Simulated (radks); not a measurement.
Ionisation of neutral molybdenum, [Kr] 4d5 5s1, to [Kr] 4d5 as the strength of local exchange is varied. Method: Dirac Kohn-Sham, Slater X-alpha exchange (alpha = 2/3 is LDA exchange), no correlation, spin-unpolarised, spherical densities, finite nucleus; open shells fill j = l - 1/2 first; Fermi nuclear charge, rms radius 4.4091 fm; computed with a radial shooting solver on a logarithmic mesh with Libxc functionals.

| alpha | E(Mo) (hartree) | exchange (hartree) | IE (eV) | -e of the level emptied (eV) | <r> of it (bohr) |
|---|---|---|---|---|---|
| 0.569 | -4024.19634 | -98.14487 | 5.843 | 3.081 (5s1/2) | 3.737 |
| 0.667 | -4041.13574 | -115.53454 | 6.273 | 3.458 (5s1/2) | 3.648 |
| 0.676 | -4042.69498 | -117.13868 | 6.313 | 3.495 (5s1/2) | 3.639 |
| 0.696 | -4046.16210 | -120.70772 | 6.404 | 3.576 (5s1/2) | 3.621 |
| 0.747 | -4055.01672 | -129.83550 | 6.638 | 3.788 (5s1/2) | 3.575 |
| 0.874 | -4077.15030 | -152.73212 | 7.242 | 4.346 (5s1/2) | 3.461 |
| 0.962 | -4092.55702 | -168.73655 | 7.678 | 4.757 (5s1/2) | 3.385 |
| 0.99 | -4097.47117 | -173.85268 | 7.820 | 4.892 (5s1/2) | 3.361 |

NIST Atomic Spectra Database: 7.092 eV (measured). The Delta-SCF value meets it near alpha = 0.84. Spin polarisation and multiplet splitting are left out, so open shells lie too high by an amount that depends on their filling.

Beside tabulated values, note that spin-unpolarised runs miss the spin-polarisation part of the exchange energy of open shells.
